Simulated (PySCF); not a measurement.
C4H7PSi.
SMILES with atom numbers: `[SiH3:1][c:2]1[cH:3][cH:4][pH:5][cH:6]1` (hydrogens: H7, H8, H9 on Si1; H10 on C3; H11 on C4; H12 on P5; H13 on C6)

A GFN2-xTB structure was refined with CAM-B3LYP/def2-SV(P) geometry optimisation, gas phase (PySCF). Its GFN2-xTB values:

```json
{"coordinate": "Si1–C2", "GFN2-xTB": "1.881 Å"}
{"coordinate": "Si1–H7", "GFN2-xTB": "1.463 Å"}
{"coordinate": "C2–C3", "GFN2-xTB": "1.446 Å"}
{"coordinate": "C2–C6", "GFN2-xTB": "1.352 Å"}
{"coordinate": "C3–C4", "GFN2-xTB": "1.345 Å"}
{"coordinate": "C3–H10", "GFN2-xTB": "1.079 Å"}
{"coordinate": "C4–P5", "GFN2-xTB": "1.803 Å"}
{"coordinate": "C4–H11", "GFN2-xTB": "1.077 Å"}
{"coordinate": "P5–C6", "GFN2-xTB": "1.803 Å"}
{"coordinate": "P5–H12", "GFN2-xTB": "1.396 Å"}
{"coordinate": "C6–H13", "GFN2-xTB": "1.077 Å"}
{"coordinate": "Si1–C2–C3", "GFN2-xTB": "122.2°"}
{"coordinate": "Si1–C2–C6", "GFN2-xTB": "125.7°"}
{"coordinate": "C2–C3–C4", "GFN2-xTB": "114.9°"}
{"coordinate": "C2–C6–P5", "GFN2-xTB": "112.4°"}
{"coordinate": "C3–C2–C6", "GFN2-xTB": "112.1°"}
{"coordinate": "C3–C4–P5", "GFN2-xTB": "111.2°"}
{"coordinate": "C4–P5–C6", "GFN2-xTB": "88.7°"}
```

Task: How do these coordinates change at the CAM-B3LYP/def2-SV(P) level?

Result: 
```csv
coordinate,CAM-B3LYP/def2-SV(P) (Å or °),change
P5–H12,1.427,+0.031
Si1–H7,1.492,+0.029
C2–C3,1.469,+0.023
C6–H13,1.093,+0.016
C3–H10,1.095,+0.016
C4–H11,1.092,+0.015
Si1–C2,1.873,-0.008
P5–C6,1.811,+0.008
C3–C4,1.351,+0.006
C2–C6,1.358,+0.006
C4–P5,1.808,+0.005
Si1–C2–C6,123.6,-2.1
Si1–C2–C3,124.2,+2.0
C4–P5–C6,89.9,+1.2
C2–C6–P5,111.5,-0.9
C3–C4–P5,110.3,-0.9
C2–C3–C4,115.0,+0.1
C3–C2–C6,112.3,+0.2
```

The energy falls by 0.099 eV over 6 energy and gradient evaluations, the largest force component goes from 0.0173 to 3.8e-04 Eh/bohr, and the atoms move by 0.070 Å rms after alignment. Among the bonds, Si1–H8 and P5–H12 change most and about equally (+0.030 to +0.031 Å). Bonds longer at the end by more than 0.005 Å: 11 of 13; shorter: 1. Rotational constants go from 6322, 1388, 1163 to 6148, 1388, 1158 MHz.

The run used 106 basis functions and 40 SCF cycles in all.

Not checked by CAM-B3LYP/def2-SV(P) frequencies.
